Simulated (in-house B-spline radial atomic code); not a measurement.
Inner levels of cerium as electrons are removed. A shift is the extra binding of the orbital against the neutral atom ([Xe] 4f1 5d1 6s2). The density at the nucleus is averaged over the nuclear charge. Computed with a B-spline radial code for spherical atoms: Dirac-Hartree-Fock, average of the configuration, finite nuclei.

| ion | configuration | shift of 1s1/2 (eV) | radius of 1s1/2 (bohr) | Σ<r²> (bohr²) | change of density at nucleus (bohr⁻³) |
| --- | --- | --- | --- | --- | --- |
| Ce38+ | [Ar] 3d2 | 2050.98 | 0.024567 | 0.80419 | -99.157 |
| Ce39+ | [Ar] 3d1 | 2181.92 | 0.024568 | 0.73529 | 121.19 |
| Ce40+ | [Ne] 3s2 3p6 | 2315.25 | 0.024568 | 0.669 | 347.17 |
| Ce41+ | [Ne] 3s2 3p5 | 2453.94 | 0.024565 | 0.59053 | 549 |
| Ce42+ | [Ne] 3s2 3p4 | 2594.53 | 0.024561 | 0.51403 | 753.87 |
| Ce43+ | [Ne] 3s2 3p3 | 2737.02 | 0.024558 | 0.43944 | 961.74 |
| Ce44+ | [Ne] 3s2 3p2 | 2881.4 | 0.024554 | 0.36671 | 1172.6 |
| Ce45+ | [Ne] 3s2 3p1 | 3027.69 | 0.02455 | 0.29577 | 1386.44 |
| Ce46+ | [Ne] 3s2 | 3175.87 | 0.024547 | 0.22658 | 1603.22 |
| Ce47+ | [Ne] 3s1 | 3317.47 | 0.024545 | 0.15539 | -3460.83 |
| Ce48+ | [He] 2s2 2p6 | 3460.6 | 0.024543 | 0.085654 | -8655.8 |
| Ce49+ | [He] 2s2 2p5 | ? | ? | ? | ? |
| Ce50+ | [He] 2s2 2p4 | 4163.25 | 0.024508 | 0.064083 | -7579.25 |
| Ce51+ | [He] 2s2 2p3 | 4521.46 | 0.024489 | 0.053805 | -7033.91 |
| Ce52+ | [He] 2s2 2p2 | ? | ? | ? | ? |
| Ce53+ | [He] 2s2 2p1 | 5251.64 | 0.024451 | 0.034206 | -5930.02 |
| Ce54+ | [He] 2s2 | 5623.6 | 0.024431 | 0.024861 | -5371.85 |
| Ce55+ | [He] 2s1 | 5954.33 | 0.024428 | 0.013117 | -26638 |
| Ce56+ | 1s2 | ? | ? | ? | ? |
| Ce57+ | 1s1 | 7342.58 | 0.024244 | 0.0007968 | -203477 |

Fill in the row of Ce49+.

shift of 1s1/2 (eV): 3809.63; radius of 1s1/2 (bohr): 0.024526; Σ<r²> (bohr²): 0.074694; change of density at nucleus (bohr⁻³): -8119.93.

Fill in the row of Ce52+.

shift of 1s1/2 (eV): 4884.26; radius of 1s1/2 (bohr): 0.02447; Σ<r²> (bohr²): 0.043851; change of density at nucleus (bohr⁻³): -6484.1.

Fill in the row of Ce56+.

shift of 1s1/2 (eV): 6288.08; radius of 1s1/2 (bohr): 0.024417; Σ<r²> (bohr²): 0.0016175; change of density at nucleus (bohr⁻³): -48404.5.
